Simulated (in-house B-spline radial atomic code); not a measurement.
Atomic self-consistent-field run: Ge (an excited or competing configuration). Computed with a radial B-spline atomic code at the basis-set limit: non-relativistic LC-wPBE, spin-polarised, spherical fractional occupations, point nucleus.

In the input, 3d5,1 would mean five up and one down electron.

Command:
```bash
python run_scf.py task.json out
```
Settings:
```
Z                32
configuration    1s2 2s2 2p6 3s2 3p6 3d10 4s0,1 4p3,0
hamiltonian      nr
method           lc_wpbe
spin_polarised   True
```

Output (hartree, bohr):
```
 radial grid: 58 intervals, B-splines of order 8, outer radius 50 bohr

 iter        energy (Eh)    residual
    1       -2075.597663    4.09e-01
    2       -2076.028100    1.17e-01
    3       -2076.360478    1.82e-02
    4       -2076.366181    9.59e-03
    5       -2076.367423    2.05e-03
    6       -2076.367560    1.50e-03
    7       -2076.367632    4.20e-04
    8       -2076.367649    5.32e-05
    9       -2076.367649    5.95e-06
   10       -2076.367649    9.87e-07
   11       -2076.367649    1.39e-07

 total energy                     -2076.36765
 kinetic                            2075.0156
 electron-nucleus                  -4967.2801
 Hartree                             894.4838
 exact exchange                       -6.7761
 exchange-correlation                -71.8109

 orbital      occ     eigenvalue          <r>       <r^2>       <1/r>       r_max
 1s up      1.000      -397.2967    0.0478507  0.00306727     31.5074     0.03158
 1s down    1.000      -397.2956    0.0478503  0.00306722     31.5076     0.03158
 2s up      1.000       -49.4120      0.21381   0.0538429     6.92125      0.1795
 2s down    1.000       -49.4123     0.213807   0.0538413     6.92125      0.1795
 2p up      3.000       -44.0103     0.185261   0.0419851     6.89078      0.1427
 2p down    3.000       -44.0091     0.185263   0.0419859     6.89063      0.1427
 3s up      1.000        -6.2724      0.63512    0.465232     2.23102      0.5517
 3s down    1.000        -6.2715     0.634887    0.464755     2.23148      0.5517
 3p up      3.000        -4.4822     0.651843    0.500065     2.10789      0.5473
 3p down    3.000        -4.4812     0.652199    0.500709      2.1069      0.5474
 3d up      5.000        -1.3687      0.73248    0.688406     1.78654      0.5034
 3d down    5.000        -1.3658     0.728278    0.676865     1.79124      0.5033
 4s down    1.000        -0.5592      2.09867     5.08696    0.625602       1.739
 4p up      3.000        -0.2979      2.76483     8.98537    0.468101       2.202
```

Run time, properties included: 0.65 s on 1 thread of Arm Neoverse V1, on a shared host.
